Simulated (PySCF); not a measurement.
**Ionisation energy of Zr by level of theory**

Zr [Kr] 4d2 5s2 [4d3/2^2, M_J = 2] → Zr⁺ [Kr] 4d2 5s1 [4d3/2^2 5s1/2^1, M_J = 3/2], as a difference of total energies. Calculation: PySCF 2.14, in x2c-SVPall-2c with one added diffuse shell each of s, p, d type (7s9p7d1f, 76 functions); the two-component X2C-1e Hamiltonian. Correlated levels: [Ar] 3d10 frozen; the 6 highest virtual spinors dropped. "Screened" scales the spin-orbit matrix elements by Boettger's factors to mimic the two-electron term; Breit and QED terms are absent.

```tsv
method	ionisation energy (eV)
GHF (spin-free)	5.231
GMP2 (spin-free)	6.257
GHF (screened spin-orbit)	5.229
GMP2 (screened spin-orbit)	6.257
```

Task: How much does correlation contribute at GMP2 (screened spin-orbit)?

Result: 6.257 − (5.229) = 1.028 eV, measured against GHF (screened spin-orbit).

The spin-free rows relax to the high-spin LS determinant and lack the spin-orbit shift.

Errors of the correlated levels include the incompleteness of this basis and the frozen core.

The labels give the starting determinants; with spin-orbit coupling the two ends relaxed to ⟨J²⟩ = 7.72, ⟨L²⟩ = 12.09, ⟨S²⟩ = 2.06 and ⟨J²⟩ = 6.41, ⟨L²⟩ = 11.98, ⟨S²⟩ = 3.74.

MP2 underrates the near-degeneracy of ns² with np² in the lower species.

The determinant of Zr and of Zr⁺ mixes levels of different J (the jj label is only the starting occupation), so the difference between spin-free and spin-orbit rows is not the physical spin-orbit shift.

For comparison: 6.634 eV (measured; NIST Atomic Spectra Database, ionization energies).
